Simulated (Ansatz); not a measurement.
Geometry optimisation, RKS PBE0-D4/STO-3G (Ansatz).

Input file:

```yaml
crystal:
  periodic: [false, false, false]
  atoms:
    - { symbol: "N", position_ang: [-0.35449, 1.0326, 0.32084] }
    - { symbol: C, position_ang: [0.5302, 0.11919, -0.39907] }
    - { symbol: O, position_ang: [0.2527, -1.19517, -0.25824] }
    - { symbol: Na, position_ang: [-0.81419, -2.44829, 0.51457] }
    - { symbol: H, position_ang: [-1.31045, 0.89467, 0.00171] }
    - { symbol: H, position_ang: [-0.31844, 0.81868, 1.31421] }
    - { symbol: H, position_ang: [1.54954, 0.35158, -0.03355] }
    - { symbol: H, position_ang: [0.46513, 0.42673, -1.46047] }
basis:
  gaussian: { orbitals: STO-3G }
hamiltonian:
  xc: pbe0
  dispersion: d4
relax:
  f_tol: 0.02
  max_steps: 50
output:
  orbitals: {}
```

Command:

```bash
$ ansatz run input.yaml --threads 1 --pin off --max-ram 2048MiB --backend cpu --events-out ev --progress --plain --runs-dir out
```

Q: Where does it end, and by what steps?

A: It converged. The force dipped under the threshold on the way, but the program's further checks kept it going. Limits of this set-up: minimal basis. After 17 steps the energy has fallen by 0.762 eV; Na4 moved furthest, 0.89 Å. Joined: N1–Na4, C2–Na4, Na4–H5, Na4–H6.

```tsv
step	energy less start (eV)	largest force component (eV/Å)	accepted
0	0.0000	3.498	yes
1	-0.3369	1.617	yes
2	-0.4987	0.608	yes
3	-0.5861	0.743	yes
4	-0.6733	0.406	yes
5	-0.7335	0.350	yes
6	-0.7410	0.171	yes
7	-0.7538	0.235	yes
8	-0.7599	0.082	yes
9	-0.7604	0.060	yes
10	-0.7611	0.014	yes
11	-0.7565	0.315	no
12	-0.7614	0.024	yes
13	-0.7614	0.079	yes
14	-0.7601	0.158	no
15	-0.7618	0.033	yes
16	-0.7619	0.038	yes
17	-0.7620	0.011	yes
```

```xyz
8
Properties=species:S:1:pos:R:3
N -0.459 0.900 0.341
C 0.596 0.039 -0.490
O 0.350 -1.303 -0.603
Na -0.823 -1.625 0.847
H -1.407 0.543 0.006
H -0.421 0.506 1.336
H 1.556 0.338 0.030
H 0.608 0.602 -1.467
```

Time of the run: 31 s on 1 thread of Arm Neoverse V2, on a shared host, peak memory 0.14 GiB.
